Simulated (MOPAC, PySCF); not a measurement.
H$_{3}$Ga, SMILES `[GaH3]`, neutral singlet in the gas phase. 

Cartesian coordinates (Å):
SMILES: [GaH3]
```xyz
4

Ga     0.0000     0.0000    -0.0005
H      1.5557    -0.1309    -0.0283
H     -0.8913    -1.2820     0.0148
H     -0.6644     1.4130     0.0140
```
Charge 0, multiplicity 1.

All levels are single points at this geometry (r2SCAN-D4/def2-TZVP); Pople sets use spherical d functions. Orbital energies aren't observables, and empty levels follow the basis.

B3LYP/LANL2DZ in PySCF gives gap (eV) = 6.51.

**Question.** Estimate the gap (eV) from each of these levels: PBE-D3(BJ)/def2-TZVP in PySCF; r2SCAN-D4/def2-TZVP in PySCF; B3LYP/3-21G in PySCF; B3LYP/6-311+G** (LANL2DZ on Ga) in PySCF; B3LYP/6-31G* in PySCF; BP86/6-31G* in PySCF; M06-2X/6-31G* in PySCF; PBE/6-31G* in PySCF; SVWN5/6-31G* in PySCF; AM1 in MOPAC; PM3 in MOPAC; PM7 in MOPAC.

**Answer.** 
| level | gap (eV) |
|---|---|
| PBE-D3(BJ)/def2-TZVP in PySCF | 4.71 |
| r2SCAN-D4/def2-TZVP in PySCF | 5.38 |
| B3LYP/3-21G in PySCF | 6.28 |
| B3LYP/6-311+G** (LANL2DZ on Ga) in PySCF | 6.47 |
| B3LYP/6-31G* in PySCF | 6.31 |
| BP86/6-31G* in PySCF | 4.76 |
| M06-2X/6-31G* in PySCF | 8.38 |
| PBE/6-31G* in PySCF | 4.74 |
| SVWN5/6-31G* in PySCF | 4.52 |
| AM1 in MOPAC | 9.09 |
| PM3 in MOPAC | 8.05 |
| PM7 in MOPAC | 11.98 |
